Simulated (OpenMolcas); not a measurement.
## Worked example: vertical ionisation energy of C4H11As (SMILES CC(C)(C)[AsH2])

C4H11As has 16 atoms, charge 0, and is taken as a singlet. SMILES: `CC(C)(C)[AsH2]`. The coordinates come from a PBE0-D4/def2-TZVP relaxation. This is one conformer, not always the lowest.

```xyz
16

C    -0.7179    0.5399   -1.0814
C     0.0549   -0.0415    0.0912
C     1.4850    0.4833    0.0948
C     0.0551   -1.5634    0.0222
As   -0.7582    0.4642    1.8482
H    -0.7388    1.6315   -1.0468
H    -0.2457    0.2435   -2.0265
H    -1.7504    0.1838   -1.0980
H     2.0613    0.0839    0.9334
H     1.5136    1.5748    0.1530
H     1.9939    0.1878   -0.8297
H    -0.9609   -1.9672    0.0270
H     0.6003   -2.0070    0.8594
H     0.5388   -1.8954   -0.9034
H    -0.9373    1.9406    1.5100
H    -2.1937    0.1412    1.4465
```

Both states at this one shape; open shells run unrestricted unless said. 1 Eh = 27.2114 eV.

| level | program | singlet C4H11As (Eh) | doublet C4H11As+ (Eh) | HOMO of the first (eV) |
| --- | --- | --- | --- | --- |
| HF/STO-3G | OpenMolcas | -2365.327939 | -2365.092044 | -7.28 |
| PBE/6-31G* (spherical functions) | OpenMolcas | -2394.044572 | -2393.722773 | -5.73 |
| M06-L/6-31G* (spherical functions) | OpenMolcas | -2394.522273 | -2394.199331 | -5.89 |

Problem. Work out the vertical ionisation energy at each level.

Solution. 
1. HF/STO-3G: -2365.092044 − (-2365.327939) = 0.235895 Eh = 6.42 eV; −ε(HOMO) = 7.28 eV.
2. PBE/6-31G* (spherical functions): -2393.722773 − (-2394.044572) = 0.321799 Eh = 8.76 eV; −ε(HOMO) = 5.73 eV.
3. M06-L/6-31G* (spherical functions): -2394.199331 − (-2394.522273) = 0.322942 Eh = 8.79 eV; −ε(HOMO) = 5.89 eV.

No measured value is set beside it here; the levels span 6.42 to 8.79 eV. In Hartree–Fock, −ε(HOMO) (Koopmans) exceeds the difference of totals by the orbital relaxation of the ion. In semi-local functionals −ε(HOMO) lies far under the ionisation energy, a result of self-interaction, while the difference of totals does much better. Hartree–Fock favours the state with fewer electron pairs, since it lacks pair correlation. Minimal sets are far from the basis-set limit. All-electron rows are non-relativistic unless named.
